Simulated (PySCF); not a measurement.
Isomers of C2H6OS2Si. Method used: PySCF 2.14.0, PBE0-D3(BJ)/def2-SVP geometry optimisation, gas phase. Energies are electronic, without zero-point or thermal terms, for one conformer each. No frequencies were run at this level. Point groups hold within 0.08 Å.

Problem. Rank from lowest to highest electronic energy at this level (kJ/mol).
A. `[CH2:1]1[O:2][SiH2:3][S:4][CH2:5][S:6]1` with S6–C1–O2–Si3 67°, C1–O2–Si3–S4 -57°, O2–Si3–S4–C5 47°, Si3–S4–C5–S6 -63°
B. `[OH:1][SiH:2]1[S:3][CH2:4][CH2:5][S:6]1` with H–O1–Si2–S3 63°, O1–Si2–S3–C4 -105°, Si2–S3–C4–C5 -43°, S3–C4–C5–S6 58°, C4–C5–S6–Si2 -38°

Solution. B (0.0), A (164.2).

As drawn, the lower has an O–H bond, which the higher lacks.

| SMILES | E (Eh) | E rel (kJ/mol) | dipole (D) | point group | A, B, C (MHz) |
| --- | --- | --- | --- | --- | --- |
| O[SiH]1SCCS1 | -1240.01394 | 0.0 | 2.56 | C1 | 2359, 2009, 1226 |
| C1O[SiH2]SCS1 | -1239.95139 | 164.2 | 1.97 | C1 | 2633, 1965, 1220 |

Problem. How do the relative energies change in single points at B3LYP/pcSseg-1 (no added dispersion term) on the same geometries?

Solution. 
| SMILES | PBE0-D3(BJ)/def2-SVP (kJ/mol) | B3LYP/pcSseg-1 (kJ/mol) | shift |
| --- | --- | --- | --- |
| O[SiH]1SCCS1 | 0.0 | 0.0 | 0.0 |
| C1O[SiH2]SCS1 | 164.2 | 157.7 | -6.5 |

Each column counts from its own lowest isomer. The order is unchanged; the largest shift is 6.5 kJ/mol.
